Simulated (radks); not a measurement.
The numbers below are computed, except where a source is named.
Question: Excited configurations of Cr: one electron is placed in a higher orbital outside [Ar] 3d5. The ground configuration is [Ar] 3d5 4s1. Code: a radial shooting solver on a logarithmic mesh with Libxc functionals. Model: Dirac Kohn-Sham, PBEsol, spin-unpolarised, spherical densities, point nucleus; open shells fill j = l - 1/2 first. Excitation = E - E(ground); binding = E(ion) - E, where the ion is the core of charge +1; n* = 1/sqrt(2 binding) in atomic units, and the quantum defect is n - n*.

outer orbital  excitation (eV)  binding (eV)     n*  quantum defect  eigenvalue (eV)  <r> (bohr)
4p1/2                    3.120         3.747  1.905           2.095           -1.732       4.839
4f5/2                    5.967         0.901  3.887           0.113           -0.429       17.54
5s1/2                    4.523         2.344  2.409           2.591           -1.377       9.083
5d3/2                    5.914         0.954  3.777           1.223           -0.537       20.09
5f5/2                    6.248         0.620  4.686           0.314           -0.359       29.78
6p1/2                    5.874         0.994  3.700           2.300           -0.611       21.13
6d3/2                    6.223         0.644  4.595           1.405           -0.396       31.98
7f5/2                    6.530         0.337  6.350           0.650           -0.222       62.88

Estimate the row for 5p1/2.

Answer: excitation (eV) 5.158; binding (eV) 1.709; n* 2.821; quantum defect 2.179; eigenvalue (eV) -0.971; <r> (bohr) 11.69. The Delta-SCF ionisation energy is 6.867 eV (NIST Atomic Spectra Database: 6.767 eV, measured). Self-interaction in the functional shifts the binding energies and quantum defects, so they are the method's values and not measured ones. Spin polarisation and multiplet splitting are left out, so open shells lie too high by an amount that depends on their filling.

Beside tabulated values, note that spin-unpolarised runs miss the spin-polarisation part of the exchange energy of open shells.
